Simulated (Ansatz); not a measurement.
Reaction (redistribution): `FBO[SiH3]` + `N[SiH2]OC[SiH3]` → `FBOC[SiH3]` + `N[SiH2]O[SiH3]`

Computed with Ansatz on PBE0-D4/def2-TZVP structures; ΔE is electronic, products minus reactants. CCSD(T)/CBS adds triple-zeta CCSD(T) − MP2 to the extrapolated MP2 energy (def2 sets, frozen cores). DFT in def2-TZVPP. B3LYP here is the variant with VWN-RPA as its local correlation; programs differ in this. Each species was taken in one conformer, which may not be the lowest.

`FBO[SiH3]`:

Cartesian coordinates in Å:
```
F -0.694 1.525 2.169
B -0.036 0.683 1.388
O -0.518 0.446 0.158
Si -0.027 -0.504 -1.106
H 0.960 0.168 1.811
H 0.217 0.376 -2.271
H 1.214 -1.233 -0.743
H -1.116 -1.462 -1.406
```

`N[SiH2]OC[SiH3]`:

Z-matrix (Å, degrees):
```
Si
O 1 1.653
N 1 1.699 2 112.6
H 1 1.487 2 108.1 3 -119.9
H 1 1.487 2 108.2 3 119.9
C 2 1.419 1 120.6 3 179.6
H 3 1.007 1 120.9 2 74.7
H 3 1.007 1 121.0 2 -74.2
Si 6 1.888 2 108.7 1 -179.4
H 6 1.100 2 111.2 1 -58.7
H 6 1.100 2 111.1 1 59.8
H 9 1.489 6 109.1 2 -180.0
H 9 1.486 6 110.0 2 60.3
H 9 1.486 6 110.0 2 -60.3
```

`FBOC[SiH3]`:

Z-matrix (Å, degrees):
```
C
Si 1 1.893
O 1 1.429 2 110.3
H 1 1.094 2 110.4 3 123.2
H 1 1.093 2 110.1 3 -118.2
H 2 1.486 1 109.3 3 -60.7
H 2 1.487 1 108.6 3 179.6
H 2 1.485 1 110.1 3 59.5
B 3 1.340 1 122.7 2 106.3
F 9 1.333 3 121.0 1 0.6
H 9 1.192 3 119.5 1 -179.6
```

`N[SiH2]O[SiH3]`:

Cartesian coordinates in Å:
```
N 0.234 0.577 2.273
Si -0.317 0.799 0.679
O 0.152 -0.374 -0.366
Si 0.125 -0.988 -1.875
H -0.184 -0.110 2.880
H 1.191 0.758 2.525
H -1.801 0.803 0.716
H 0.236 2.086 0.191
H 0.718 -0.024 -2.841
H 0.917 -2.243 -1.889
H -1.271 -1.284 -2.293
```

Task: Is it downhill or uphill in electronic energy at CCSD(T)/CBS, and by how much? (Best estimate.)

Result: Computed: Downhill: ΔE = -5.2 kcal/mol.

Task: What do these levels give: PBE0-D4, ωB97X-V, r2SCAN, B3LYP, SCS-MP2/def2-QZVPP, MP2/CBS(def2)? (Estimate.)

Result: The calculation gave: PBE0-D4 -5.0, ωB97X-V -5.0, r2SCAN -5.2, B3LYP -5.1, SCS-MP2/def2-QZVPP -5.1, MP2/CBS(def2) -5.1 kcal/mol.

Largest T1 diagnostic among the species: 0.013.
